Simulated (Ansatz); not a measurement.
Basis-set series for `Cl[SiH2]O[SiH2]Cl`. Charge 0, multiplicity 1. The structure was optimised at the PBE0-D4/def2-TZVP level. It is one conformer, not always the lowest.

```
functional       basis  functions  energy (Eh)  HOMO (eV)  LUMO (eV)
   PBE0-D4    def2-SVP        106  -1576.04111      -8.86       0.52
   PBE0-D4  def2-TZVPP        255  -1576.67143      -8.97       0.03
   ωB97M-V    def2-SVP        106  -1576.55624     -11.05       2.48
   ωB97M-V  def2-TZVPP        255  -1577.18568     -11.21       1.79
```

Problem. Give the rows for def2-QZVPP. (An estimate is asked.)

Solution. Computed: 
```csv
functional,basis,functions,energy (Eh),HOMO (eV),LUMO (eV)
PBE0-D4,def2-QZVPP,457,-1576.72363,-9.00,-0.13
ωB97M-V,def2-QZVPP,457,-1577.23457,-11.25,1.42
```

Positive LUMOs are unbound and depend on the basis.
